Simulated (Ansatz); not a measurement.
Geometry optimisation, Ansatz 0.2.0, UHF/def2-SVP.

input.yaml

```yaml
crystal:
  periodic: [false, false, false]
  atoms:
    - { symbol: Zr, position_ang: [-0.128295, -0.139339, -0.103577] }
    - { symbol: F, position_ang: [-0.27062, -0.592715, 1.799986] }
    - { symbol: "N", position_ang: [1.845439, -0.031999, -0.532277] }
    - { symbol: H, position_ang: [2.563036, -0.614794, -0.134362] }
    - { symbol: H, position_ang: [2.282897, 0.634604, -1.143909] }
    - { symbol: "N", position_ang: [-0.947107, 1.650442, -0.568567] }
    - { symbol: H, position_ang: [-1.696384, 1.798299, -1.227214] }
    - { symbol: H, position_ang: [-0.709189, 2.535856, -0.146943] }
    - { symbol: Cl, position_ang: [-1.206929, -1.842838, -1.416398] }
    - { symbol: O, position_ang: [0.370843, 0.369039, 3.958384] }
    - { symbol: H, position_ang: [-0.175691, -0.348253, 3.641077] }
magnetization:
  spin_polarized: true
  initial_magnetization: 1
basis:
  gaussian: { orbitals: def2-SVP }
hamiltonian:
  xc: hf
relax:
  f_tol: 0.03
  max_steps: 50
```

Launched with:

```bash
$ ansatz run input.yaml --threads 4 --pin off --max-ram 5120MiB --backend cpu --events-out ev --progress --plain --runs-dir out
```

Question: Where does it end, and by what steps?

Answer: The forces met the threshold. After 30 steps the energy has fallen by 0.363 eV; O10 moved furthest, 1.76 Å. Joined: Zr1–O10 (4.12 → 2.55 Å).

| step | energy less start (eV) | largest force component (eV/Å) | accepted |
| --- | --- | --- | --- |
| 0 | 0.0000 | 1.055 | yes |
| 2 | -0.0635 | 1.874 | no |
| 4 | -0.1482 | 0.147 | yes |
| 6 | -0.1541 | 0.069 | yes |
| 8 | -0.1595 | 0.214 | yes |
| 10 | -0.1650 | 0.774 | yes |
| 12 | -0.1857 | 0.068 | yes |
| 14 | -0.1958 | 0.423 | yes |
| 16 | -0.2193 | 0.493 | yes |
| 18 | -0.2369 | 0.197 | yes |
| 20 | -0.2432 | 0.089 | yes |
| 22 | -0.2968 | 0.938 | yes |
| 24 | -0.3523 | 0.219 | yes |
| 26 | -0.3603 | 0.174 | yes |
| 28 | -0.3624 | 0.081 | yes |
| 30 | -0.3627 | 0.025 | yes |

```xyz
11
Properties=species:S:1:pos:R:3
Zr -0.162 -0.240 0.111
F -0.571 -1.413 1.615
N 1.858 -0.129 -0.140
H 2.463 -0.929 -0.223
H 2.406 0.698 -0.301
N -1.084 1.566 -0.085
H -1.695 1.793 -0.851
H -1.053 2.347 0.547
Cl -1.060 -1.458 -1.771
O 0.405 0.953 2.294
H 0.420 0.231 2.929
```

Whether the end is a true minimum wasn't checked by a vibrational analysis.

Run time: 120 s on 4 threads of Arm Neoverse V2, on a shared host, peak memory 0.45 GiB.
